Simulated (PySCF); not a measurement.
Zn(I)(OH) (HIOZn), SMILES [OH][Zn][I].

The structure is a stationary point at B3LYP-D3(BJ)/def2-TZVP. The def2 effective core potentials stand for the cores of I; spin–orbit coupling is left out. The values are those of a single conformer.

These are r2SCAN/def2-TZVPD in PySCF values and carry that method's errors.

Symmetry labels are those of the subgroup Cs that the program uses (full group Cs).

Computed valence orbital energies around the gap with their symmetry:
```json
[
 {"orbital": "HOMO−7", "symmetry": "A\"", "energy (eV)": "-12.90"},
 {"orbital": "HOMO−6", "symmetry": "A'", "energy (eV)": "-12.90"},
 {"orbital": "HOMO−5", "symmetry": "A'", "energy (eV)": "-11.10"},
 {"orbital": "HOMO−4", "symmetry": "A'", "energy (eV)": "-9.01"},
 {"orbital": "HOMO−3", "symmetry": "A'", "energy (eV)": "-8.08"},
 {"orbital": "HOMO−2", "symmetry": "A\"", "energy (eV)": "-7.51"},
 {"orbital": "HOMO−1", "symmetry": "A'", "energy (eV)": "-7.07"},
 {"orbital": "HOMO", "symmetry": "A\"", "energy (eV)": "-6.96"},
 {"orbital": "LUMO", "symmetry": "A'", "energy (eV)": "-2.20"},
 {"orbital": "LUMO+1", "symmetry": "A'", "energy (eV)": "-0.80"},
 {"orbital": "LUMO+2", "symmetry": "A\"", "energy (eV)": "-0.62"},
 {"orbital": "LUMO+3", "symmetry": "A'", "energy (eV)": "0.41"}
]
```
